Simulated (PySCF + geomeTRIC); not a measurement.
Species: [Ti(NH2)4] (charge 0, multiplicity 1).

Problem. Give a relaxed geometry from PySCF + geomeTRIC with TPSS-D3(BJ)/def2-SVP.

Solution. Several could match; the one computed here: the end point of this relaxation, one of several conformers.
Cartesian coordinates (Å) in one orientation:
```xyz
13

Ti     0.097    -0.026    -0.075
N     -0.723    -0.564    -1.703
H     -0.677    -1.479    -2.159
H     -1.202     0.097    -2.324
N     -1.215     0.126     1.291
H     -0.979     0.093     2.288
H     -2.233     0.136     1.187
N      0.944     1.653    -0.349
H      1.438     1.887    -1.217
H      0.895     2.486     0.243
N      1.384    -1.318     0.460
H      2.403    -1.241     0.432
H      1.126    -2.182     0.949
```
